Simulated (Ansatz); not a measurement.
ClH5O4Si2 (`O[SiH](Cl)[Si](O)(O)O`), relaxed with RKS PBE0-D4/def2-TZVP in the Gaussian-basis code of Ansatz from a GFN2-xTB geometry. The force threshold is 0.005 eV/Å; the program also tests the step.

Charge 0, multiplicity 1.

Start:

```xyz
12

O     1.005    0.873   -1.823
Si    1.340    0.076   -0.441
Cl    2.219   -1.694   -0.956
Si   -0.682   -0.119    0.573
O    -1.960   -0.079   -0.446
O    -0.912   -1.457    1.464
O    -0.650    1.129    1.611
H     1.648    1.017   -2.515
H     2.410    0.781    0.271
H    -2.011    0.590   -1.122
H    -1.147   -2.277    1.041
H    -1.260    1.161    2.343
```

```json
{"step": "1", "energy (eV)": "-36540.0228", "largest force (eV/Å)": "0.847", "largest move (Å)": "0.000"}
{"step": "2", "energy (eV)": "-36540.1127", "largest force (eV/Å)": "0.356", "largest move (Å)": "0.163"}
{"step": "3", "energy (eV)": "-36540.1354", "largest force (eV/Å)": "0.155", "largest move (Å)": "0.054"}
{"step": "4", "energy (eV)": "-36540.1519", "largest force (eV/Å)": "0.152", "largest move (Å)": "0.115"}
{"step": "5", "energy (eV)": "-36540.1547", "largest force (eV/Å)": "0.120", "largest move (Å)": "0.063"}
{"step": "6", "energy (eV)": "-36540.1565", "largest force (eV/Å)": "0.068", "largest move (Å)": "0.023"}
{"step": "7", "energy (eV)": "-36540.1572", "largest force (eV/Å)": "0.043", "largest move (Å)": "0.016"}
{"step": "8", "energy (eV)": "-36540.1575", "largest force (eV/Å)": "0.030", "largest move (Å)": "0.018"}
{"step": "9", "energy (eV)": "-36540.1577", "largest force (eV/Å)": "0.030", "largest move (Å)": "0.016"}
{"step": "10", "energy (eV)": "-36540.1578", "largest force (eV/Å)": "0.026", "largest move (Å)": "0.026"}
{"step": "11", "energy (eV)": "-36540.1579", "largest force (eV/Å)": "0.016", "largest move (Å)": "0.017"}
{"step": "12", "energy (eV)": "-36540.1580", "largest force (eV/Å)": "0.011", "largest move (Å)": "0.004"}
{"step": "13", "energy (eV)": "-36540.1580", "largest force (eV/Å)": "0.008", "largest move (Å)": "0.015"}
{"step": "14", "energy (eV)": "-36540.1580", "largest force (eV/Å)": "0.004", "largest move (Å)": "0.013"}
{"step": "15", "energy (eV)": "-36540.1581", "largest force (eV/Å)": "0.005", "largest move (Å)": "0.008"}
```

End:

```xyz
12

O     0.956    0.970   -1.833
Si    1.342    0.090   -0.495
Cl    1.958   -1.809   -1.051
Si   -0.686   -0.091    0.656
O    -1.877   -0.133   -0.471
O    -0.855   -1.442    1.559
O    -0.742    1.184    1.672
H     1.650    1.185   -2.458
H     2.511    0.677    0.209
H    -1.758    0.431   -1.240
H    -1.082   -2.250    1.095
H    -1.416    1.189    2.357
```

Hardware: 2 threads of an AMD EPYC 7R13 on a shared host and a share of an NVIDIA H100 80 GB. Wall time 24 s, peak host memory 0.97 GiB.
